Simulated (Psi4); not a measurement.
A dimer, CO2 ··· C2H2 (SMILES O=C=O and C#C), singlet; the first 3 atoms form monomer A.

```
7

O     -1.1597     0.0000     0.0000
C      0.0000     0.0000     0.0000
O      1.1597     0.0000     0.0000
C     -4.7565    -1.4310    -0.5716
C     -3.8816    -2.0342    -1.1221
H     -5.5334    -0.8953    -0.0832
H     -3.1046    -2.5699    -1.6105
```

Question: What interaction energy does SAPT0/jun-cc-pVDZ, frozen core (Psi4) give, and which attractive term is the largest?

Answer: Total 1.64 kJ/mol: electrostatics 1.78, exchange 1.83, induction -0.25, dispersion -1.72. The most attractive term is dispersion.
